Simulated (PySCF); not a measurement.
A calculated (LDA, PySCF 2.14, aug-cc-pV5Z, no relativity, point nucleus) atom or ion has these occupied shells.

```json
{"shell": "1s α", "electrons": "1", "orbital energy (eV)": "-875.88", "rms radius, mean of both spins (bohr)": "0.184"}
{"shell": "1s β", "electrons": "1", "orbital energy (eV)": "-873.46", "rms radius, mean of both spins (bohr)": "0.184"}
{"shell": "2s α", "electrons": "1", "orbital energy (eV)": "-79.406", "rms radius, mean of both spins (bohr)": "0.915"}
{"shell": "2s β", "electrons": "1", "orbital energy (eV)": "-74.663", "rms radius, mean of both spins (bohr)": "0.915"}
{"shell": "2p α", "electrons": "3", "orbital energy (eV)": "-56.901", "rms radius, mean of both spins (bohr)": "0.909"}
{"shell": "2p β", "electrons": "1", "orbital energy (eV)": "-52.170", "rms radius, mean of both spins (bohr)": "0.909"}
```

(1) Name the element and its charge.

Answers

(1) Ne²⁺ (neon, charge +2), in [He] 2s2 2p4, high-spin 3P determinant.
